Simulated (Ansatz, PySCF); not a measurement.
C3H12N2Si, SMILES CC(C)[SiH](N)N. Atoms are numbered in the order given.

```xyz
18

C     -1.6287    -0.9774     1.1894
C     -1.0783     0.2059     0.3962
C     -1.6939     0.2877    -0.9996
Si     0.8117     0.1175     0.3072
N      1.4678    -1.2139    -0.5788
N      1.3244     1.5538    -0.5125
H     -2.7295    -0.9471     1.2550
H     -1.2344    -1.0048     2.2177
H     -1.3563    -1.9324     0.7082
H     -1.3232     1.1365     0.9451
H     -1.4642    -0.6216    -1.5811
H     -2.7929     0.3751    -0.9556
H     -1.3047     1.1444    -1.5703
H      1.3237    -0.0934     1.7057
H      1.6671    -2.0933    -0.1193
H      1.2653    -1.3384    -1.5637
H      0.8695     2.4383    -0.3176
H      2.3090     1.6878    -0.7139
```

Coordinates come from a PBE0-D3(BJ)/def2-SVP optimisation. This is a generated structure with no PubChem entry under its InChIKey; it may be hypothetical. The values are those of a single conformer.

Two levels are set side by side: PBE-D3(BJ)/def2-SVP (Ansatz, a first-principles code) and PBE0-D3(BJ)/def2-SVP (Ansatz). Each level has its own optimised geometry; the coordinates shown are those of the second. Frequencies come from the Hessian of PySCF at each geometry. Differences are taken from unrounded values.

```json
[
 {"quantity": "mean bond length (Å)", "PBE0-D3(BJ)": "1.276", "PBE-D3(BJ)": "1.286", "PBE-D3(BJ) minus PBE0-D3(BJ)": "0.010"},
 {"quantity": "bond C1–C2 (Å)", "PBE0-D3(BJ)": "1.527", "PBE-D3(BJ)": "1.536", "PBE-D3(BJ) minus PBE0-D3(BJ)": "0.008"},
 {"quantity": "bond C2–C3 (Å)", "PBE0-D3(BJ)": "1.528", "PBE-D3(BJ)": "1.536", "PBE-D3(BJ) minus PBE0-D3(BJ)": "0.009"},
 {"quantity": "bond C2–Si4 (Å)", "PBE0-D3(BJ)": "1.894", "PBE-D3(BJ)": "1.908", "PBE-D3(BJ) minus PBE0-D3(BJ)": "0.014"},
 {"quantity": "bond Si4–N5 (Å)", "PBE0-D3(BJ)": "1.729", "PBE-D3(BJ)": "1.744", "PBE-D3(BJ) minus PBE0-D3(BJ)": "0.015"},
 {"quantity": "bond Si4–N6 (Å)", "PBE0-D3(BJ)": "1.731", "PBE-D3(BJ)": "1.746", "PBE-D3(BJ) minus PBE0-D3(BJ)": "0.015"},
 {"quantity": "bond C1–H7 (Å)", "PBE0-D3(BJ)": "1.103", "PBE-D3(BJ)": "1.111", "PBE-D3(BJ) minus PBE0-D3(BJ)": "0.008"},
 {"quantity": "bond C1–H8 (Å)", "PBE0-D3(BJ)": "1.102", "PBE-D3(BJ)": "1.110", "PBE-D3(BJ) minus PBE0-D3(BJ)": "0.008"},
 {"quantity": "bond C1–H9 (Å)", "PBE0-D3(BJ)": "1.104", "PBE-D3(BJ)": "1.112", "PBE-D3(BJ) minus PBE0-D3(BJ)": "0.008"},
 {"quantity": "bond C2–H10 (Å)", "PBE0-D3(BJ)": "1.108", "PBE-D3(BJ)": "1.116", "PBE-D3(BJ) minus PBE0-D3(BJ)": "0.008"},
 {"quantity": "bond C3–H11 (Å)", "PBE0-D3(BJ)": "1.104", "PBE-D3(BJ)": "1.112", "PBE-D3(BJ) minus PBE0-D3(BJ)": "0.008"},
 {"quantity": "bond C3–H12 (Å)", "PBE0-D3(BJ)": "1.103", "PBE-D3(BJ)": "1.112", "PBE-D3(BJ) minus PBE0-D3(BJ)": "0.008"},
 {"quantity": "bond C3–H13 (Å)", "PBE0-D3(BJ)": "1.101", "PBE-D3(BJ)": "1.109", "PBE-D3(BJ) minus PBE0-D3(BJ)": "0.008"},
 {"quantity": "bond Si4–H14 (Å)", "PBE0-D3(BJ)": "1.504", "PBE-D3(BJ)": "1.516", "PBE-D3(BJ) minus PBE0-D3(BJ)": "0.011"},
 {"quantity": "bond N5–H15 (Å)", "PBE0-D3(BJ)": "1.012", "PBE-D3(BJ)": "1.022", "PBE-D3(BJ) minus PBE0-D3(BJ)": "0.010"},
 {"quantity": "bond N5–H16 (Å)", "PBE0-D3(BJ)": "1.013", "PBE-D3(BJ)": "1.023", "PBE-D3(BJ) minus PBE0-D3(BJ)": "0.010"},
 {"quantity": "bond N6–H17 (Å)", "PBE0-D3(BJ)": "1.014", "PBE-D3(BJ)": "1.023", "PBE-D3(BJ) minus PBE0-D3(BJ)": "0.010"},
 {"quantity": "highest harmonic wavenumber (cm⁻¹)", "PBE0-D3(BJ)": "3729", "PBE-D3(BJ)": "3596", "PBE-D3(BJ) minus PBE0-D3(BJ)": "-132"},
 {"quantity": "mean harmonic wavenumber (cm⁻¹)", "PBE0-D3(BJ)": "1417", "PBE-D3(BJ)": "1373", "PBE-D3(BJ) minus PBE0-D3(BJ)": "-44"},
 {"quantity": "zero-point energy (kcal/mol)", "PBE0-D3(BJ)": "97.22", "PBE-D3(BJ)": "94.20", "PBE-D3(BJ) minus PBE0-D3(BJ)": "-3.02"}
]
```

GGA bonds tend to be longer and softer than those of functionals with exact exchange. Differences between two approximate levels are no errors against the true value.
